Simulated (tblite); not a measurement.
Compound: C₆H₁₄N (doublet state).
Cartesian coordinates in Å at the GFN2-xTB level; atoms count from 1:
```xyz
21
C6H14N angstrom
C     -1.2096    1.9231    0.1448
C     -1.2416    0.5738   -0.4450
C     -0.5228   -0.4956    0.4002
C     -0.9876   -1.8934   -0.0088
C      1.0086   -0.3588    0.2787
C      1.4910    0.9359    0.9231
N      1.4002   -0.3658   -1.1251
H     -1.4607    2.0618    1.1799
H     -1.1477    2.7927   -0.4805
H     -2.2877    0.2434   -0.5534
H     -0.7974    0.5874   -1.4411
H     -0.7789   -0.3439    1.4541
H     -2.0408   -2.0266    0.2289
H     -0.4213   -2.6590    0.5190
H     -0.8625   -2.0439   -1.0788
H      1.4587   -1.2066    0.8352
H      1.3114    0.9149    1.9950
H      0.9375    1.7724    0.4915
H      2.5551    1.0799    0.7487
H      2.3985   -0.2118   -1.2104
H      1.1887   -1.2630   -1.5471
```

Computed with GFN2-xTB (tblite): harmonic, unscaled wavenumbers at the GFN2-xTB geometry, gas phase. Against measured fundamentals such values can be off by several per cent, at times by over 20. One conformer, not necessarily the lowest. Open shells enter through the occupations alone, without spin polarisation, and single modes of such species can be off by tens of per cent.

Harmonic wavenumbers (cm⁻¹): 79.9, 131.1, 162.7, 209.1, 236.6, 242.7, 267.3, 272.9, 325.3, 343.4, 419.4, 511.3, 517.4, 560.5, 796.1, 823.1, 918.6, 925.6, 970.2, 982.9, 1011.5, 1046.6, 1064.0, 1105.1, 1143.6, 1152.1, 1166.9, 1206.5, 1215.4, 1282.0, 1306.4, 1323.2, 1351.0, 1355.2, 1396.6, 1405.9, 1411.9, 1437.1, 1467.6, 1486.4, 1504.5, 1510.0, 1564.7, 2741.2, 2812.2, 2932.7, 2952.0, 2997.2, 3018.5, 3024.4, 3026.9, 3035.7, 3038.4, 3120.5, 3160.4, 3399.0, 3426.3.

A = 2620, B = 2521, C = 1691 MHz; mass 100.113 u (most abundant isotopes); point group C1, symmetry number 1; spin multiplicity 2.

**Question.** Zero-point energy?

**Answer.** ½Σν̃ = 41148 cm⁻¹ = 492.24 kJ/mol.

**Question.** Entropy at 298.15 K, 1 bar (ideal gas, RRHO, classical rotation)?

**Answer.** Translation 166.30, rotation 116.13, vibration 104.51, spin (R ln 2) 5.76: S = 392.7 J/(mol K).

**Question.** And Cp and H(298.15 K) − H(0)?

**Answer.** Cp = 157.45 J/(mol K), of which vibrations give 124.19 (their classical limit is 57 R = 473.9); H(298.15 K) − H(0) = 27.89 kJ/mol without the zero-point energy, 17.97 from vibrations.

**Question.** How do the functions run with temperature in this model?

**Answer.** 
```tsv
T (K)	S (J/(mol K))	Cp (J/(mol K))	H − H(0) (kJ/mol)	G − H(0) (kJ/mol)	ln q(vib)
150	307.8	97.1	9.08	-37.10	1.83
250	366.8	137.2	20.80	-70.91	4.16
400	445.1	200.9	46.15	-131.89	7.82
600	540.9	272.8	93.90	-230.65	12.77
900	666.4	345.5	187.49	-412.28	20.01
```

q(vib) and H(0) count from the zero-point level.

**Question.** Blend soft modes into free rotors: weight 1/[1 + (100 cm⁻¹/ν̃)⁴] for the oscillator and the rest for a rotor with moment μB/(μ + B), μ = h/(8π²ν), B = 10⁻⁴⁴ kg m². What vibrational entropy results?

**Answer.** 101.80 J/(mol K) in place of 104.51, which changes −T·S at 298.15 K by +0.81 kJ/mol.

**Question.** What must be added to the electronic energy to get the Gibbs energy at 298.15 K and 1 bar?

**Answer.** ZPE + [H(298.15 K) − H(0)] − T·S = 492.24 + 27.89 − 117.09 = 403.04 kJ/mol.

Hindered rotation and anharmonicity are outside this model. Other conformers, if any are populated, would add a mixing term that is left out. The structure is chiral; the term R ln 2 for an equal mix with its mirror image is left out.

The run took 0.67 s of wall time on one thread, Arm Neoverse V1 (aarch64), shared host with 32 logical CPUs at a one-minute load of 14. The figure is for the frequency step alone.
